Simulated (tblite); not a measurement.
Species: (S)-tert-butyl(4-chlorophenyl)(methyl)phosphine borane, C11H19BClP.
SMILES with atom numbers: `[BH3-:1][P@@+:2]([CH3:3])([c:4]1[cH:5][cH:6][c:7]([Cl:8])[cH:9][cH:10]1)[C:11]([CH3:12])([CH3:13])[CH3:14]` (hydrogens: H15, H16, H17 on B1; H18, H19, H20 on C3; H21 on C5; H22 on C6; H23 on C9; H24 on C10; H25, H26, H27 on C12; H28, H29, H30 on C13; H31, H32, H33 on C14)

Geometry (GFN2-xTB, Å), atoms numbered from 1 in this order:
```xyz
33
C11H19BClP angstrom
B     -0.4224   -2.3276   -1.3405
P     -0.3652   -0.9635    0.0134
C     -0.6120   -1.6942    1.6779
C      1.2398   -0.1075    0.1564
C      1.7914    0.3259    1.3577
C      3.0219    0.9575    1.3792
C      3.7089    1.1570    0.1920
Cl     5.2447    1.9484    0.2190
C      3.1808    0.7234   -1.0146
C      1.9522    0.0915   -1.0233
C     -1.5947    0.4618   -0.0833
C     -1.4626    1.4551    1.0674
C     -1.3269    1.1719   -1.4093
C     -2.9878   -0.1628   -0.0995
H      0.5182   -3.0135   -1.0708
H     -0.3308   -1.8041   -2.4063
H     -1.4648   -2.8832   -1.1750
H      0.2544   -2.3190    1.8915
H     -0.7415   -0.9601    2.4690
H     -1.4902   -2.3355    1.6262
H      1.2673    0.1753    2.2890
H      3.4496    1.2936    2.3111
H      3.7302    0.8750   -1.9306
H      1.5347   -0.2714   -1.9509
H     -2.1375    2.2935    0.8983
H     -1.7295    1.0040    2.0206
H     -0.4488    1.8458    1.1331
H     -0.3491    1.6524   -1.3993
H     -2.0820    1.9362   -1.5889
H     -1.3564    0.4589   -2.2312
H     -3.0511   -0.9135   -0.8853
H     -3.7431    0.5993   -0.2873
H     -3.2147   -0.6385    0.8533
```

All values are computed: GFN2-xTB (tblite) harmonic vibrations without scaling, gas phase. Against measured fundamentals such values can be off by several per cent, at times by over 20. Modes of hydrogen on boron can be 10 to 20 % off. One conformer, not necessarily the lowest.

Harmonic wavenumbers (cm⁻¹): 29.3, 43.4, 48.2, 122.5, 130.8, 152.3, 159.3, 173.3, 193.9, 201.4, 211.4, 227.2, 228.3, 243.9, 267.2, 282.8, 294.1, 323.7, 332.0, 361.8, 370.1, 390.0, 395.4, 472.7, 497.5, 570.0, 598.1, 634.9, 661.5, 724.1, 739.7, 759.5, 785.5, 799.4, 852.8, 856.1, 862.5, 867.9, 909.6, 922.4, 960.2, 964.7, 966.6, 985.7, 1023.1, 1025.7, 1092.5, 1103.3, 1126.0, 1128.6, 1189.7, 1198.2, 1217.0, 1218.7, 1227.4, 1234.2, 1253.9, 1304.8, 1313.9, 1383.1, 1400.8, 1402.4, 1421.5, 1430.8, 1439.4, 1444.4, 1483.2, 1486.6, 1488.1, 1498.4, 1504.4, 1506.8, 1563.3, 1570.3, 2405.4, 2422.9, 2441.6, 3002.5, 3006.3, 3008.0, 3009.2, 3012.9, 3014.6, 3015.4, 3019.4, 3025.8, 3026.3, 3029.3, 3032.8, 3085.7, 3089.0, 3100.5, 3102.8.

A = 1107, B = 275.2, C = 271.0 MHz; mass 228.101 u (most abundant isotopes); point group C1, symmetry number 1.

**Question.** Zero-point energy?

**Answer.** Half the sum of the wavenumbers: 58552 cm⁻¹ = 700.44 kJ/mol.

**Question.** What is S at 298.15 K and 1 bar for an ideal gas of classical rigid rotors and harmonic oscillators?

**Answer.** Translation 176.57, rotation 136.53, vibration 247.91: S = 561.0 J/(mol K).

**Question.** And Cp and H(298.15 K) − H(0)?

**Answer.** Cp = 286.16 J/(mol K), of which vibrations give 252.91 (their classical limit is 93 R = 773.2); H(298.15 K) − H(0) = 48.95 kJ/mol without the zero-point energy, 39.04 from vibrations.

**Question.** What must be added to the electronic energy to get the Gibbs energy at 298.15 K and 1 bar?

**Answer.** ZPE + [H(298.15 K) − H(0)] − T·S = 700.44 + 48.95 − 167.27 = 582.12 kJ/mol.

**Question.** How do the functions run with temperature in this model?

**Answer.** 
```json
{"T (K)": "100", "S (J/(mol K))": "347.7", "Cp (J/(mol K))": "126.1", "H − H(0) (kJ/mol)": "7.45", "G − H(0) (kJ/mol)": "-27.31", "ln q(vib)": "3.56"}
{"T (K)": "200", "S (J/(mol K))": "462.7", "Cp (J/(mol K))": "211.3", "H − H(0) (kJ/mol)": "24.53", "G − H(0) (kJ/mol)": "-68.00", "ln q(vib)": "8.83"}
{"T (K)": "300", "S (J/(mol K))": "562.8", "Cp (J/(mol K))": "287.6", "H − H(0) (kJ/mol)": "49.48", "G − H(0) (kJ/mol)": "-119.35", "ln q(vib)": "14.17"}
{"T (K)": "500", "S (J/(mol K))": "742.6", "Cp (J/(mol K))": "421.3", "H − H(0) (kJ/mol)": "121.03", "G − H(0) (kJ/mol)": "-250.28", "ln q(vib)": "24.48"}
{"T (K)": "800", "S (J/(mol K))": "971.5", "Cp (J/(mol K))": "551.4", "H − H(0) (kJ/mol)": "268.68", "G − H(0) (kJ/mol)": "-508.55", "ln q(vib)": "38.85"}
{"T (K)": "1000", "S (J/(mol K))": "1101.0", "Cp (J/(mol K))": "608.0", "H − H(0) (kJ/mol)": "384.92", "G − H(0) (kJ/mol)": "-716.08", "ln q(vib)": "47.63"}
```

q(vib) and H(0) count from the zero-point level.

Hindered rotation and anharmonicity are outside this model. Other conformers, if any are populated, would add a mixing term that is left out. The structure is chiral; the term R ln 2 for an equal mix with its mirror image is left out.
